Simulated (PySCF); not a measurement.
A structure optimised at PBE-D3(BJ)/def2-SVP, used in a PySCF frequency run:

```xyz
11

Si     0.0000     0.0000     1.1376
F      1.3679     0.6354     1.7537
F     -1.2342     0.8669     1.7537
F     -0.1337    -1.5023     1.7537
Si     0.0000     0.0000    -1.1983
O      0.7302     1.3864    -1.7510
O     -1.5658    -0.0609    -1.7510
O      0.8356    -1.3256    -1.7510
H      1.6598     1.5151    -1.4918
H     -2.1420     0.6798    -1.4918
H      0.4823    -2.1950    -1.4918
```
Charge 0, spin multiplicity 1.

Problem. Write its SMILES, formula and point group.

Solution. O[Si](O)(O)[Si](F)(F)F, F3H3O3Si2, C3

Problem. What are its rotational constants (standard atomic weights)?

Solution. 1.9232, 0.94170, 0.94170 GHz
